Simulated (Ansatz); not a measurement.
# Counterpoise correction, worked out

The pair of HCl (SMILES Cl, atoms 1–2) and H₂Te (SMILES [TeH2], atoms 3–5), both closed shells, in one local arrangement (a lower one may exist), relaxed at PBE0-D4/def2-TZVP:

```xyz
5
angstrom
Cl 0.2346 0.7697 -2.5681
H 0.3446 0.3063 -1.3602
Te 0.5111 -0.6436 1.1422
H -1.0367 -1.2219 1.0365
H -0.0535 0.7895 1.7496
```

Ansatz 0.2.0; basis: def2-TZVPPD; cores frozen in the correlated methods. Filled d shells of the heavier atoms are correlated. Core potentials replace the inner electrons of the atoms past krypton. The def2 sets are not built for correlating such inner shells, so the correlated values are less sure here.

CCSD(T) total energies in eV:

| system | geometry | basis functions | energy |
| --- | --- | --- | --- |
| pair | pair | all | -19836.31469 |
| HCl | as in the pair | all (partner as ghosts) | -12526.32129 |
| H₂Te | as in the pair | all (partner as ghosts) | -7309.89307 |
| HCl | as in the pair | its own | -12526.31176 |
| H₂Te | as in the pair | its own | -7309.86391 |
| HCl | free (PBE0-D4 minimum) | its own | -12526.32008 |
| H₂Te | free (PBE0-D4 minimum) | its own | -7309.86391 |

Work out the interaction energy with and without the counterpoise correction, the superposition error, and the binding energy from the relaxed fragments.

Without correction: -19836.31469 − (-12526.31176) − (-7309.86391) = -0.13902 eV.
With correction (each fragment in the whole basis): -19836.31469 − (-12526.32129) − (-7309.89307) = -0.10033 eV = -2.31 kcal/mol.
The superposition error is the difference, 0.03869 eV, 28 % of the uncorrected value: each fragment borrows its partner's functions.
Deformation from the free shapes: 0.00832 eV for HCl and 0.00000 eV for H₂Te.
Binding energy from relaxed fragments: -0.10033 + 0.00832 + 0.00000 = -0.09201 eV = -2.12 kcal/mol (electronic, without zero-point energy; negative means bound). For comparison, the corrected interaction energy by CCSD(T) at an estimated basis limit (MP2 extrapolated from triple and quadruple zeta, plus CCSD(T) − MP2 in triple zeta) is -0.125 eV; triple zeta with the correction binds less.

T1 diagnostic: at most 0.011.

For scale, one of the runs: CCSD(T)/def2-TZVPPD, 161 basis functions, launched by `ansatz run in.yaml --threads 2 --pin off --events-out ev --progress --plain --max-ram 5222MiB`. Hardware: 2 CPU threads of an Arm Neoverse V2, shared host. Wall time 28 s; peak host memory 1.3 GiB.
